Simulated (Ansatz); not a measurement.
Two structures, one formula

The two ends of one reaction step of Si$_{2}$H$_{7}$O$_{2}$F$_{3}$, singlet (PBE0-D4/def2-TZVP).

A:

Si1  (-0.734, -0.204, -1.108)
Si2  (1.339, -1.001, -1.817)
F3  (-1.866, -0.586, -2.148)
F4  (-1.125, -0.995, 0.249)
O5  (-0.838, 1.377, -0.850)
H6  (-0.016, 1.398, 2.028)
F7  (0.419, 2.032, 1.441)
H8  (-0.322, -0.236, 3.403)
O9  (-0.785, 0.277, 2.736)
H10  (2.355, -0.657, -0.787)
H11  (1.291, -2.476, -1.987)
H12  (1.703, -0.359, -3.105)
H13  (-0.349, 1.772, -0.106)
H14  (-1.072, -0.343, 2.051)
(Å)

B:

Si1  (-1.473, 1.013, -0.361)
Si2  (2.189, -1.209, -0.586)
F3  (-1.051, -0.469, -0.660)
F4  (-2.796, 1.076, 0.479)
O5  (-1.684, 1.693, -1.806)
H6  (-0.502, -1.247, 1.897)
F7  (-0.330, 1.755, 0.430)
H8  (1.679, -1.246, 0.810)
O9  (-0.906, -0.433, 2.210)
H10  (3.647, -1.489, -0.563)
H11  (1.495, -2.243, -1.391)
H12  (1.950, 0.137, -1.161)
H13  (-2.041, 2.579, -1.862)
H14  (-0.179, 0.085, 2.563)
(Å)

Ansatz 0.2.0; basis: def2-TZVPP; cores frozen in the correlated methods. B3LYP uses VWN-RPA correlation.

Question: Which structure is lower at CCSD(T), and by how much? (To be estimated.)

Answer: Computed: B, by 1.052 eV (electronic energy, against the other). By their contacts, A is a complex of Si₂H₄OF₂ ([OH][Si]([F])([F])[SiH3]) + H₂O + HF and B is a complex of SiHOF₃ ([OH][Si]([F])([F])[F]) + SiH₄ + H₂O.

All methods give the same order:

```tsv
method	E(B) − E(A) (eV)
SPW92	-0.389
PBE-D4	-0.607
BLYP-D4	-0.808
r2SCAN-D4	-0.949
B97M-V	-1.085
PBE0-D4	-0.765
B3LYP-D4	-0.910
r2SCAN0-D4	-1.005
BHLYP-D4	-1.082
CAM-B3LYP-D4	-0.948
wB97X-V	-0.966
wB97M-V	-1.035
B2PLYP	-1.003
PBE-QIDH	-0.948
RPA on PBE	-1.102
HF	-1.515
MP2	-1.069
CCSD	-1.130
CCSD(T)	-1.052
```

T1 diagnostic: at most 0.012.

Labels in which every atom is bracketed show which atoms are joined, not bond orders.

For scale, one of the runs: CCSD(T)/def2-TZVPP, 337 basis functions, launched by `ansatz run in.yaml --threads 4 --pin off --events-out ev --progress --plain --max-ram 66560MiB --backend cuda --devices 0, --max-vram 37GiB`. Hardware: 4 CPU threads of an AMD EPYC 7R13 and a share of one NVIDIA H100, shared host. Wall time 17 s; peak host memory 0.84 GiB.
